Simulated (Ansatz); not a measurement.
`N=[C](O)[GeH2][OH]` + `[OH][InH2]` → `N=C(O)[O][InH2]` + `[OH][GeH3]`  (substitution at a C–Ge bond)

Isolated molecules relaxed with PBE0-D4/def2-TZVP in Ansatz; ΔE leaves out vibrations. CBS: MP2 limit from def2 TZ/QZ plus the TZ coupled-cluster correction, frozen cores. DFT in def2-TZVPP. B3LYP here is the variant with VWN-RPA as its local correlation; programs differ in this. def2 core potentials past Kr. For Ge, In outer-core shells are correlated without core-valence functions, which leaves a few kJ/mol of doubt a bond. Scalar relativity is left out up to krypton. Each species was taken in one conformer, which may not be the lowest.

| level | ΔE (kJ/mol) | difference from CCSD(T)/CBS |
| --- | --- | --- |
| r2SCAN-D4 | -13.7 | -9.7 |
| PBE0-D4 | -14.3 | -10.3 |
| ωB97X-V | -15.2 | -11.2 |
| ωB97M-V | -11.1 | -7.1 |
| B2PLYP | -7.2 | -3.2 |
| r2SCAN | -13.9 | -9.9 |
| PBE0 | -14.5 | -10.5 |
| B3LYP | -9.8 | -5.8 |
| MP2/def2-TZVPP | -2.0 | 2.0 |
| SCS-MP2/def2-TZVPP | -4.6 | -0.6 |
| CCSD/def2-TZVPP | -9.6 | -5.6 |
| CCSD(T)/def2-TZVPP | -6.2 | -2.2 |
| MP2/def2-QZVPP | -1.0 | 3.0 |
| SCS-MP2/def2-QZVPP | -3.6 | 0.4 |
| HF/CBS(def2) | -36.9 | -32.9 |
| MP2/CBS(def2) | 0.2 | 4.2 |
| CCSD(T)/CBS | -4.0 | 0 |

Largest T1 diagnostic among the species: 0.017.

From PBE to PBE0 (25 % exact exchange), in def2-TZVPP and without D4, ΔE moves by −9.9 kJ/mol. In def2-TZVPP, CCSD(T) changes the Hartree–Fock value by +29.7 kJ/mol (the triples alone add +3.3 kJ/mol) and MP2 by +33.9 kJ/mol.
